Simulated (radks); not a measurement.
All-electron atom: Tb64+ in 1s1.

All-electron calculation, scalar-relativistic Kohn-Sham, PBE, spin-polarised, spherical densities, finite nucleus; open shells are filled with parallel spins first (spin-orbit coupling, left out, can overturn this in heavy ions); Fermi nuclear charge, rms radius 5.06 fm. Program: a radial shooting solver on a logarithmic mesh with Libxc functionals.

Energy parts (eV):
part                      energy
total                  -61124.29
kinetic                 69401.14
electron-nucleus      -130532.09
Hartree                   606.04
exchange-correlation     -599.37

Orbitals (lengths in bohr, moments of r in powers of bohr):
[
 {"orbital": "1s up", "occ.": "1", "eigenvalue (eV)": "-60681.00", "<r^4>": "1.001e-06", "<1/r>": "73.81"},
 {"orbital": "2s up", "occ.": "0", "eigenvalue (eV)": "-15246.62", "<r^4>": "0.0001228", "<1/r>": "18.35"},
 {"orbital": "2p up", "occ.": "0", "eigenvalue (eV)": "-14546.79", "<r^4>": "0.00008344", "<1/r>": "17.10"}
]

The highest occupied level is 1s up at -60681 eV. The electron density at the nucleus is 3.167e+05 e/bohr^3 (large components only).
